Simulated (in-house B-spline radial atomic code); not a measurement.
As⁵⁺. Computed with a B-spline radial atomic code. Model: all-electron spherical atom, spin shells full or empty, radial basis limit, no spin-orbit coupling, Breit or QED, empty-state partial waves extrapolated as (l+1/2)^-4, RPA, G0W0 and static COHSEX of the highest shell as one setting changes (uncorrelated shells keep exact exchange).

Given: element As; charge 5; filled core Ar; hamiltonian one-electron scalar X2C; mean-field start HSE06; highest l of empty states 9; nuclear rms radius 4.0968 fm; highest mean-field shell 3d.

Shell: 3d 5 5 (electrons up and down).

| lowest nl shells left uncorrelated | RPA correlation energy (hartree) | G0W0 level (eV) | G0W0 minus most complete (meV) | COHSEX level (eV) | linearised minus solved G0W0 (meV) |
| --- | --- | --- | --- | --- | --- |
| 0 | -2.102 | -121.76 | 0 | -126.53 | -29.4 |
| 1 | -1.9503 | -121.76 | 0.6 | -126.53 | -29.4 |
| 2 | -1.773 | -121.73 | 28.8 | -126.51 | -29.3 |
| 3 | ? | ? | ? | ? | ? |
| 4 | ? | ? | ? | ? | ? |
| 5 | -0.59271 | -122.4 | -637.7 | -126.62 | -37.1 |

Problem. What follows for lowest nl shells left uncorrelated = 4?

Solution. RPA correlation energy -1.0985 hartree; G0W0 level -121.7 eV; G0W0 minus most complete 61.2 meV; COHSEX level -126.41 eV; linearised minus solved G0W0 -29.8 meV.

Problem. What follows for lowest nl shells left uncorrelated = 3?

Solution. RPA correlation energy -1.2832 hartree; G0W0 level -121.65 eV; G0W0 minus most complete 110.9 meV; COHSEX level -126.5 eV; linearised minus solved G0W0 -28.8 meV.
